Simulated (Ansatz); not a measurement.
`[OH][GeH2][GeH3]` + HI → `[OH][GeH2][I]` + GeH₄ at 400 K and 1 bar (cleavage of the Ge–Ge bond).

Isolated molecules relaxed with PBE0-D4/def2-TZVP in Ansatz; ΔE leaves out vibrations. CCSD(T)/CBS adds triple-zeta CCSD(T) − MP2 to the extrapolated MP2 energy (def2 sets, frozen cores). def2 core potentials past Kr. For Ge, I outer-core shells are correlated without core-valence functions, which leaves a few kJ/mol of doubt a bond. Scalar relativity is left out up to krypton. One conformer a species, not always the lowest.

```json
{"species": "`[OH][GeH2][GeH3]`", "CCSD(T)/CBS energy (Eh)": "-4231.02019", "H − E (kJ/mol)": "169.9", "S (J/(mol·K))": "382.1"}
{"species": "HI", "CCSD(T)/CBS energy (Eh)": "-298.03592", "H − E (kJ/mol)": "25.7", "S (J/(mol·K))": "215.0"}
{"species": "`[OH][GeH2][I]`", "CCSD(T)/CBS energy (Eh)": "-2450.58625", "H − E (kJ/mol)": "103.9", "S (J/(mol·K))": "347.8"}
{"species": "GeH₄", "CCSD(T)/CBS energy (Eh)": "-2078.49493", "H − E (kJ/mol)": "93.6", "S (J/(mol·K))": "231.8"}
```

H − E and S are ideal-gas, rigid-rotor, harmonic terms from PBE0-D4/def2-TZVP, for one conformer and one mirror image of each species. 1 Eh = 2625.50 kJ/mol, R = 8.31446 J/(mol·K).

By hand: ΔE, ΔH, ΔS and ΔG.

ΔE = (-2450.58625) + (-2078.49493) − (-4231.02019) − (-298.03592) = -0.02507 Eh = -65.8 kJ/mol. Δ(H − E) = 103.9 + 93.6 − 169.9 − 25.7 = 1.9, so ΔH = -63.9 kJ/mol. ΔS = 347.8 + 231.8 − 382.1 − 215.0 = -17.5 J/(mol·K). ΔG = -63.9 − 400 × (-17.5)/1000 = -56.9 kJ/mol.

By hand: the equilibrium constant, and the temperature at which ΔG would vanish if ΔH and ΔS stayed fixed.

log₁₀ K = −ΔG/(RT ln 10) = 7.4. ΔG = 0 at ΔH/ΔS = 3651 K, far beyond where these terms or the molecules hold.

ΔH outweighs TΔS. A doubt of 5 kJ/mol in ΔE shifts log₁₀ K by 0.7 here. Other conformers and mirror images would add mixing entropy, several J/(mol·K) or more a flexible species. These are equilibria of isolated gas molecules and say nothing of rates. Largest T1 diagnostic: 0.012 (customary marks: 0.02 for closed shells, 0.045 for open ones).
